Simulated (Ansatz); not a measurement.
Consider the hydrogenolysis of a Ga–N bond: `C[NH][GaH][SH]` + H₂ → `[SH][GaH2]` + CH₃NH₂.

Isolated molecules relaxed with PBE0-D4/def2-TZVP in Ansatz; ΔE leaves out vibrations. CCSD(T)/CBS is the MP2 limit (def2-TZVPP, def2-QZVPP) plus CCSD(T) − MP2 in def2-TZVPP, frozen cores. This one scheme is used for every species. DFT in def2-TZVPP. B3LYP here is the variant with VWN-RPA as its local correlation; programs differ in this. For Ga outer-core shells are correlated without core-valence functions, which leaves a few kJ/mol of doubt a bond. Scalar relativity is left out up to krypton. One conformer a species, not always the lowest.

```json
{"level": "BLYP-D4", "ΔE (eV)": "0.29"}
{"level": "B3LYP-D4", "ΔE (eV)": "0.24"}
```

Q: What does CCSD(T)/CBS give? (An estimate is asked.)

A: Ansatz gave: +0.30 eV. The listed levels differ from it by -0.01, -0.06 eV.

Q: What do rigid-rotor, harmonic-oscillator terms from PBE0-D4/def2-TZVP frequencies (298.15 K, 1 bar) make of the CCSD(T)/CBS value? (An estimate is asked.)

A: Ansatz gave: ΔZPE = +0.18 eV, ΔH = +0.42 eV, ΔS = 36 J/(mol·K), ΔG = +0.31 eV.

Largest T1 diagnostic among the species: 0.013.

From PBE to PBE0 (25 % exact exchange), in def2-TZVPP and without D4, ΔE moves by −0.04 eV. Leaving LDA and LC-ωPBE aside and taking each functional with its dispersion term where it has one, the values, not all of them listed here, spread over 0.19 eV, from B97M-V to BLYP-D4. LDA lies +0.09 eV from PBE without D4. In def2-TZVPP, CCSD(T) changes the Hartree–Fock value by +0.28 eV (the triples alone add +0.06 eV) and MP2 by +0.37 eV.
